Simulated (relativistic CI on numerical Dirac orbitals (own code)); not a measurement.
W63+: computed level list

These numbers are calculated, not measured: Dirac-Coulomb-Breit CI, separate exchange-only KLI orbitals for each configuration, model QED (radiative potential, 1s self-energy scaled to tabulated hydrogen-like ionisation energies), unscaled Slater integrals (own radial code, finite nucleus).

Configurations in the expansion (outside the closed core [Ne]): 3s, 3p, 3d, 4s, 4p, 4d, 4f, 5s, 5p, 5d, 5f, 5g, 6s, 6p, 6d, 7s, 7p. Levels of other configurations are missing.

The lowest level is 3s 2S_1/2, with 100 % of that term; Hund's rules for 3s give 2S with J = 1/2, in agreement.

| No. | Configuration | Term | J | E (10³ cm⁻¹) | % | Next component (%) | Landé g | Lifetime (s) |
| --- | --- | --- | --- | --- | --- | --- | --- | --- |
| 1 | 3s | 2S | 1/2 | 0.0 | 100 |  | 1.983 |  |
| 2 | 3p | 2P° | 1/2 | 1288.9 | 100 |  | 0.647 | 2.28e-11 |
| 3 | 3p | 2P° | 3/2 | 4303.8 | 100 |  | 1.320 | 5.64e-13 |
| 4 | 3d | 2D | 3/2 | 5810.9 | 100 |  | 0.786 | 6.89e-13 |
| 5 | 3d | 2D | 5/2 | 6495.9 | 100 |  | 1.187 | 4.95e-12 |
| 6 | 4s | 2S | 1/2 | 26227.7 | 100 |  | 1.992 | 1.55e-14 |
| 7 | 4p | 2P° | 1/2 | 26759.9 | 100 |  | 0.656 | 1.28e-14 |
| 8 | 4p | 2P° | 3/2 | 27994.3 | 100 |  | 1.326 | 2.06e-14 |
| 9 | 4d | 2D | 3/2 | 28566.1 | 100 |  | 0.792 | 8.84e-15 |
| 10 | 4d | 2D | 5/2 | 28862.2 | 100 |  | 1.193 | 8.47e-15 |
| 11 | 4f | 2F° | 5/2 | 29161.6 | 100 |  | 0.850 | 4.05e-15 |
| 12 | 4f | 2F° | 7/2 | 29291.7 | 100 |  | 1.136 | 4.16e-15 |
| 13 | 5s | 2S | 1/2 | 37895.8 | 100 |  | 1.996 | 1.94e-14 |
| 14 | 5p | 2P° | 1/2 | 38162.9 | 100 |  | 0.659 | 1.60e-14 |
| 15 | 5p | 2P° | 3/2 | 38783.7 | 100 |  | 1.329 | 2.43e-14 |
| 16 | 5d | 2D | 3/2 | 39063.4 | 100 |  | 0.795 | 1.18e-14 |
| 17 | 5d | 2D | 5/2 | 39216.0 | 100 |  | 1.196 | 1.16e-14 |
| 18 | 5f | 2F° | 5/2 | 39364.4 | 100 |  | 0.852 | 7.64e-15 |
| 19 | 5f | 2F° | 7/2 | 39431.3 | 100 |  | 1.139 | 7.88e-15 |
| 20 | 5g | 2G | 7/2 | 39451.8 | 100 |  | 0.884 | 1.36e-14 |
| 21 | 5g | 2G | 9/2 | 39491.4 | 100 |  | 1.107 | 1.38e-14 |
| 22 | 6s | 2S | 1/2 | 44077.6 | 100 |  | 1.998 | 2.73e-14 |
| 23 | 6p | 2P° | 1/2 | 44229.8 | 100 |  | 0.661 | 2.26e-14 |
| 24 | 6p | 2P° | 3/2 | 44584.5 | 100 |  | 1.331 | 3.31e-14 |
| 25 | 6d | 2D | 3/2 | 44742.4 | 100 |  | 0.796 | 1.73e-14 |
| 26 | 6d | 2D | 5/2 | 44830.9 | 100 |  | 1.197 | 1.73e-14 |
| 27 | 7s | 2S | 1/2 | 47740.5 | 100 |  | 1.999 | 3.82e-14 |
| 28 | 7p | 2P° | 1/2 | 47835.2 | 100 |  | 0.663 | 3.27e-14 |
| 29 | 7p | 2P° | 3/2 | 48056.5 | 100 |  | 1.332 | 4.60e-14 |

Energies count from the lowest computed level; ° marks odd parity; lifetimes are radiative, by E1, M1, E2, M2 decay to levels of this space only.

The mean weight of the leading LS term, summed over parents, in these 29 levels is 100 %, and that of the leading jj configuration (from the same eigenvectors) 100 %.

At this charge energies of transitions that change n are usually good to better than 1 %, and those within a shell (Δn = 0) to a few per cent.
